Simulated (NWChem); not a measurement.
Molecule: C$_{4}$H$_{4}$N$_{2}$; SMILES N#CCCC#N

```xyz
10

N     -0.1944     2.9832     0.0000
C      0.1708     1.8820     0.0000
C      0.6068     0.4829     0.0000
C     -0.6068    -0.4829     0.0000
C     -0.1708    -1.8820     0.0000
N      0.1944    -2.9832     0.0000
H      1.2312     0.3019    -0.8816
H      1.2312     0.3019     0.8816
H     -1.2312    -0.3019     0.8816
H     -1.2312    -0.3019    -0.8816
```
Atoms are numbered in this order, from 1.

All runs: NWChem. Coordinates come from a B3LYP/6-31G* (spherical d) optimisation. Total energies of different functionals are on different scales.

```csv
level,energy (Ha),highest occupied level (eV),orbital gap (eV)
PBE/def2-TZVP,-264.0730,-8.46,7.14
B3LYP/def2-TZVP,-264.4059,(withheld),(withheld)
"LDA (Slater exchange, VWN5)/def2-TZVP",-262.0859,-8.69,7.11
PW6B95/def2-TZVP,-264.7332,-9.89,9.75
Hartree-Fock/def2-TZVP,-262.7819,-12.86,15.44
```

Question: What belongs in the gaps?

Answer: 
- B3LYP/def2-TZVP, highest occupied level (eV): -9.56
- B3LYP/def2-TZVP, orbital gap (eV): 9.07
